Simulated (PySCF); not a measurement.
CH$_{4}$F$_{2}$Ge (SMILES [CH3][GeH]([F])[F]), singlet, geometry from GFN2-xTB, atoms displaced at random by about 0.08 Å a coordinate. Base run: PBE/STO-3G, gradient (PySCF).

Input for PySCF:
```python
from pyscf import gto, scf, dft

mol = gto.M(
    atom='''
Ge    0.196727   -0.011920    0.145060
C    -1.761692   -0.202273   -0.119088
F     0.685805   -1.176765   -0.970705
F     0.586101    1.452657   -0.375187
H     1.138489   -0.308952    1.570153
H    -2.123069   -1.163995    0.442835
H    -2.303571    0.636508    0.832124
H    -2.033852   -0.051240   -0.936467
''',
    basis='sto-3g',
    charge=0,
    spin=0,
    verbose=4,
)

mf = dft.RKS(mol)
mf.xc = 'pbe'
mf.kernel()
g = mf.nuc_grad_method()
grad = g.kernel()
```

The coordinate followed is x of atom 4.

Variants of this job, named by their change:

```json
[
 {"change": "base", "dE/dx (Eh/bohr)": "-0.016369", "net force (Eh/bohr)": "0.000195"},
 {"change": "finite difference step (bohr) = 0.05; conv_tol = 1e-11", "dE/dx (Eh/bohr)": "-0.016275", "net force (Eh/bohr)": "-"},
 {"change": "conv_tol = 1e-11", "dE/dx (Eh/bohr)": "-0.016369", "net force (Eh/bohr)": "0.000195"},
 {"change": "finite difference step (bohr) = 0.2; conv_tol = 1e-11", "dE/dx (Eh/bohr)": "-0.015928", "net force (Eh/bohr)": "-"},
 {"change": "conv_tol = 1e-6", "dE/dx (Eh/bohr)": "-0.016359", "net force (Eh/bohr)": "0.000195"},
 {"change": "grids.level = 1; grid_response = on", "dE/dx (Eh/bohr)": "-0.015970", "net force (Eh/bohr)": "0.000000"},
 {"change": "grids.level = 5; grid_response = on", "dE/dx (Eh/bohr)": "-0.016166", "net force (Eh/bohr)": "0.000000"},
 {"change": "grids.level = 5; grid_response = off", "dE/dx (Eh/bohr)": "-0.016187", "net force (Eh/bohr)": "0.000087"},
 {"change": "finite difference step (bohr) = 0.01; conv_tol = 1e-11", "dE/dx (Eh/bohr)": "-0.016298", "net force (Eh/bohr)": "-"},
 {"change": "density fitting = on", "dE/dx (Eh/bohr)": "-0.016368", "net force (Eh/bohr)": "0.000195"},
 {"change": "finite difference step (bohr) = 1e-3; conv_tol = 1e-11", "dE/dx (Eh/bohr)": "-0.016299", "net force (Eh/bohr)": "-"},
 {"change": "density fitting = on; auxbasis_response = off", "dE/dx (Eh/bohr)": "-0.016952", "net force (Eh/bohr)": "0.003232"}
]
```

The net force is zero for an exact gradient.
